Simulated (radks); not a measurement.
Results of a calculation; reference values are marked as such.
Q: Species: the cobalt ion Co13+. Configuration: [Ne] 3s2 3p2. Level of theory: Dirac Kohn-Sham, exchange-only PBE, spin-unpolarised, spherical densities, finite nucleus; open shells fill j = l - 1/2 first; Fermi nuclear charge, rms radius 3.7875 fm (a radial shooting solver on a logarithmic mesh with Libxc functionals). Some entries of the table are withheld. Estimate them.

orbital,occ.,eigenvalue (eV),r(max) (bohr)
1s1/2,2,-7995.357,0.03678
2s1/2,2,-1289.828,0.2124
2p1/2,2,(1),0.1695
2p3/2,4,(2),0.1720
3s1/2,2,-426.7324,0.6166
3p1/2,2,(3),0.6033
3p3/2,0,(4),0.6084

A: 
(1) 2p1/2 eigenvalue (eV): -1173.448
(2) 2p3/2 eigenvalue (eV): -1158.366
(3) 3p1/2 eigenvalue (eV): -390.1977
(4) 3p3/2 eigenvalue (eV): -387.2593
